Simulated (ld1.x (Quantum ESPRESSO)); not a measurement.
**nickel (Ni): variants of one TM semilocal potential**

Base potential:

```
Element                 : Ni (Z = 28)
Generator               : ld1.x (Quantum ESPRESSO) 7.5
Type                    : norm-conserving Troullier–Martins (semilocal form)
Functional              : PBE
Relativity              : non-relativistic
Frozen core             : [Ne]
Valence charge          : 18
Reference configuration : 3s2 3p6 3d8 4s1 4p1
Partial waves           : 3p (bound): rc 1.25 bohr; 3d (bound): rc 1.50 bohr; 3s (bound): rc 1.00 bohr
Local potential         : the s channel
Core correction         : Bessel-smoothed model core, default radius (core density twice the valence density)
```

Occupied shells without a wave of their own: 4p, 4s. They enter only through the test configuration that unscreens the potential, and ld1.x also counts them in the model core charge.

Cutoffs, loose and tight: the cutoffs (Ry, on a coarse ladder) from which the occupation-weighted sum of valence levels, in a spherical-Bessel basis at the reference potential, stays within 10 and 1 mRy of its value at 400 Ry. They do not see the model core or the augmentation charge, which bear on the density cutoff. Test errors are all-electron minus pseudo excitation energies from the reference, over the configurations 3s2 3p6 3d8 4s2 4p0; 3s2 3p6 3d8 4s1 4p0; 3s2 3p6 3d8 4s0 4p0; 3s2 3p6 3d9 4s0 4p0; 3s2 3p6 3d9 4s1 4p0; 3s2 3p6 3d8 4s0 4p1; 3s2 3p6 3d7 4s2 4p0. A dash means not determined; rows that change the core or the reference have their own tests.

With those shells counted twice in exchange and correlation these files are broken, and their errors move erratically; no question is asked of them.

A semilocal file is local in each channel, so a ghost entry of none says nothing of the separable form that plane-wave codes build from it.

| change | outcome | cutoff, loose | cutoff, tight | bound ghosts | largest test error (meV) |
| --- | --- | --- | --- | --- | --- |
| base | generated, misses its reference levels by 0.32 eV | 160 Ry | 230 Ry | none | -1093 |
| wave 3p (bound): rc 1.25 bohr becomes 3p (bound): rc 0.84 bohr | generated, misses its reference levels by 0.32 eV | 180 Ry | 300 Ry | none | -1067 |
| wave 3p (bound): rc 1.25 bohr becomes 3p (bound): rc 1.04 bohr | generated, misses its reference levels by 0.32 eV | 160 Ry | 230 Ry | none | -1098 |
| wave 3p (bound): rc 1.25 bohr becomes 3p (bound): rc 1.28 bohr | generated, misses its reference levels by 0.32 eV | 160 Ry | 230 Ry | none | -1083 |
| wave 3p (bound): rc 1.25 bohr becomes 3p (bound): rc 1.46 bohr | generated, misses its reference levels by 0.32 eV | 160 Ry | 230 Ry | none | -956 |
| wave 3p (bound): rc 1.25 bohr becomes 3p (bound): rc 1.70 bohr | generated, misses its reference levels by 0.32 eV | 160 Ry | 230 Ry | none | +880 |
| wave 3p (bound): rc 1.25 bohr becomes 3p (bound): rc 1.82 bohr | generated, misses its reference levels by 0.32 eV | 160 Ry | 230 Ry | none | +1066 |

Reading the sweep of the p radius (base included, trends over the rows without a ghost): The loose cutoff stays near 160 Ry. The median size of the test errors (rows with all tests solved) falls from 399.2 meV at 0.84 to 358.8 meV at 1.82 bohr, with one reversal. This runs against the usual rule that a larger radius transfers worse; these runs do not show why.
